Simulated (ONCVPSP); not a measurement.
# Reading a pseudo-wave (ruthenium (Ru))

Columns: radius, all-electron u(r) and pseudo u(r) of the 5s shell (level -4.51 eV) of ruthenium in the configuration [Kr] 4d7 5s1; LDA (Perdew-Wang 92), scalar-relativistic, ONCV scheme, ONCVPSP 4.0.1.

```json
{"r (bohr)": "0.135", "all-electron": "-0.0730", "pseudo": "0.0156"}
{"r (bohr)": "0.270", "all-electron": "0.1635", "pseudo": "0.0301"}
{"r (bohr)": "0.405", "all-electron": "0.0892", "pseudo": "0.0441"}
{"r (bohr)": "0.540", "all-electron": "-0.1043", "pseudo": "0.0604"}
{"r (bohr)": "0.675", "all-electron": "-0.2383", "pseudo": "0.0821"}
{"r (bohr)": "0.810", "all-electron": "-0.2724", "pseudo": "0.1100"}
{"r (bohr)": "0.945", "all-electron": "-0.2263", "pseudo": "0.1422"}
{"r (bohr)": "1.080", "all-electron": "-0.1325", "pseudo": "0.1763"}
{"r (bohr)": "1.215", "all-electron": "-0.0180", "pseudo": "0.2114"}
{"r (bohr)": "1.350", "all-electron": "0.0992", "pseudo": "0.2493"}
{"r (bohr)": "1.485", "all-electron": "0.2085", "pseudo": "0.2928"}
{"r (bohr)": "1.620", "all-electron": "0.3048", "pseudo": "0.3434"}
{"r (bohr)": "1.755", "all-electron": "0.3862", "pseudo": "0.3989"}
{"r (bohr)": "1.890", "all-electron": "0.4526", "pseudo": "0.4543"}
{"r (bohr)": "2.025", "all-electron": "0.5049", "pseudo": "0.5038"}
{"r (bohr)": "2.160", "all-electron": "0.5444", "pseudo": "0.5437"}
{"r (bohr)": "2.295", "all-electron": "0.5728", "pseudo": "0.5726"}
{"r (bohr)": "2.430", "all-electron": "0.5916", "pseudo": "0.5916"}
{"r (bohr)": "2.565", "all-electron": "0.6022", "pseudo": "0.6022"}
{"r (bohr)": "2.700", "all-electron": "0.6059", "pseudo": "0.6059"}
{"r (bohr)": "2.835", "all-electron": "0.6039", "pseudo": "0.6039"}
{"r (bohr)": "2.970", "all-electron": "0.5973", "pseudo": "0.5973"}
{"r (bohr)": "3.105", "all-electron": "0.5868", "pseudo": "0.5868"}
{"r (bohr)": "3.240", "all-electron": "0.5733", "pseudo": "0.5733"}
{"r (bohr)": "3.375", "all-electron": "0.5574", "pseudo": "0.5574"}
{"r (bohr)": "3.510", "all-electron": "0.5397", "pseudo": "0.5397"}
```

How many radial nodes do the two functions have?

The all-electron 5s function has n − l − 1 = 4 (the table is too coarse to show those close to the nucleus); the pseudo-wave has 0, since the states of the same l below it are removed with the core.

At about which radius was the pseudo-wave matched?

2.70 bohr. The columns agree to 0.0005 from 2.29 bohr on; several derivatives are matched, so the curves merge somewhat inside the radius.

Is the pseudo-wave norm-conserving?

Yes: the ONCV scheme keeps the norm inside the radius equal to the all-electron one, which fixes the energy derivative of the logarithmic derivative at the level.
